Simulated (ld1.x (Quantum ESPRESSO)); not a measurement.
## Which change was made? (Li, TM)

| Item | Value |
| --- | --- |
| Element | lithium (Li) |
| Generator | ld1.x (Quantum ESPRESSO) 7.5 |
| Type | norm-conserving Troullier–Martins (Kleinman–Bylander form) |
| Functional | revPBE |
| Relativity | non-relativistic |
| Frozen core | none |
| Valence charge | 3 |
| Reference configuration | 1s2 2s1 2p0 |
| Partial waves | 1s (bound): rc 0.45 bohr; 2p (bound, empty): rc 4.20 bohr |
| Local potential | the p channel |
| Core correction | none |

Occupied shells without a wave of their own: 2s. They enter only through the test configuration that unscreens the potential.

Cutoffs, loose and tight: the cutoffs (Ry, on a coarse ladder) from which the occupation-weighted sum of valence levels, in a spherical-Bessel basis at the reference potential, stays within 10 and 1 mRy of its value at 400 Ry. They do not see the model core or the augmentation charge, which bear on the density cutoff. Test errors are all-electron minus pseudo excitation energies from the reference, over the configurations 1s2 2s0 2p0; 1s2 2s0.5 2p0; 1s2 2s0 2p1; 1s1 2s1 2p0; variants that change the core or the reference have their own tests.

The base gives: outcome: generated, misses its reference levels by 0.21 eV; cutoff, loose: 300 Ry; cutoff, tight: over 300 Ry; bound ghosts: none; largest test error (meV): -441.

Q: After one change the result is: outcome: generated, misses its reference levels by 0.21 eV; cutoff, loose: 200 Ry; cutoff, tight: over 300 Ry; bound ghosts: none; largest test error (meV): -679. Which change was it?
A. all radii scaled by about 1.10 (s 0.50, p 4.62 bohr)
B. all radii scaled by about 1.28 (s 0.58, p 5.36 bohr)
C. all radii scaled by about 0.77 (s 0.34, p 3.22 bohr)
D. all radii scaled by about 0.95 (s 0.42, p 3.98 bohr)

A: B. The others give: all radii scaled by about 1.10 (s 0.50, p 4.62 bohr) → outcome: generated, misses its reference levels by 0.21 eV; cutoff, loose: 260 Ry; cutoff, tight: 300 Ry; bound ghosts: none; largest test error (meV): -554 | all radii scaled by about 0.77 (s 0.34, p 3.22 bohr) → outcome: generated, misses its reference levels by 0.15 eV; bound ghosts: none; largest test error (meV): -252 | all radii scaled by about 0.95 (s 0.42, p 3.98 bohr) → outcome: generated, misses its reference levels by 0.20 eV; cutoff, loose: over 300 Ry; cutoff, tight: over 300 Ry; bound ghosts: none; largest test error (meV): -384.
